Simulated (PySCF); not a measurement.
A GIAO shielding run with PySCF 2.14.0 with density-fitted response routines (density fitting, non-relativistic, gas phase) on SMILES CC[C@@H]1C[C@]1([SiH3])CCl, C₆H₁₃ClSi:

```
$ OMP_NUM_THREADS=1 python probes_run.py task.json out

{"job": {"kind": "nmr", "xc": "PBE0", "basis": "pcSseg-1"}, "charge": 0, "multiplicity": 1}
C      2.878481    -0.229806     0.036235
C      1.450893    -0.768681     0.046989
C      0.454388     0.345909    -0.172798
C     -0.188975     1.059179     0.970416
C     -1.030231     0.188360     0.067515
Si    -2.188619     0.989174    -1.199296
C     -1.542905    -1.092650     0.659364
Cl    -1.762051    -2.319229    -0.623872
H      3.012289     0.504741     0.827528
H      3.592138    -1.036377     0.187091
H      3.096808     0.249191    -0.915761
H      1.266875    -1.263286     1.002084
H      1.337547    -1.515546    -0.743535
H      0.714399     0.960668    -1.029039
H     -0.315745     2.130499     0.922370
H      0.010817     0.694072     1.968467
H     -3.555356     0.928792    -0.678288
H     -1.764078     2.381945    -1.355373
H     -2.081887     0.289981    -2.476970
H     -2.525873    -0.950775     1.111590
H     -0.867836    -1.529218     1.394811
```

Hardware: 1 thread of an Arm Neoverse V1, shared host. The job also computes population analyses, field gradients, ring-centre shieldings.

(1) How large is the calculation?

(2) How long does it take, and how much memory does it need?

## Answers

(1) 80 electrons, 215 basis functions and 1158 auxiliary functions.

(2) 61 s of wall time, with 13 SCF cycles and 4 response iterations; peak memory 1 GiB. Times on a shared host scatter by some tens of per cent.
